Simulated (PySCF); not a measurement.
Method: PBE0-D3(BJ)/def2-TZVP (PySCF 2.14.0). Isolated molecules, 0 K electronic values unless said otherwise. One relaxed conformer stands for a flexible species; it need not be the lowest. 

Reference species (SMILES): `CB[SiH3]` (neutral, multiplicity 1).

| Property | Value |
|---|---|
| HOMO–LUMO gap | 6.09 eV |

Changed species: `BC[SiH3]`.

Q: Give the shifts of the HOMO–LUMO gap.

A: the HOMO–LUMO gap rises by 1.59 eV, to 7.68 eV.
